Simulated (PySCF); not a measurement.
The multiplicity is imposed and other spin states were not computed.

B3LYP has the VWN-RPA correlation part, as in Gaussian. 

Cartesian coordinates (Å):
```xyz
7

Ti     0.0615    -0.0015     0.0325
F     -0.4049     1.6612     0.3280
F     -1.1467    -0.9380    -0.8340
F      1.5373    -0.0640    -0.9286
N      0.3577    -0.8027     1.6882
H      0.4679    -0.2936     2.5724
H      0.4780    -1.8112     1.8359
```
Charge 0, multiplicity 1.

### Question
What is the computed charge on the central atom (meta-Löwdin), total energy and LUMO (B3LYP-D3(BJ)/def2-TZVP // PBE-D3(BJ)/def2-SVP (PySCF))?

### Answer

The charge on the central atom (meta-Löwdin) is 1.58 e and the total energy comes out as -1205.4036 Ha. The LUMO comes out as -2.87 eV.
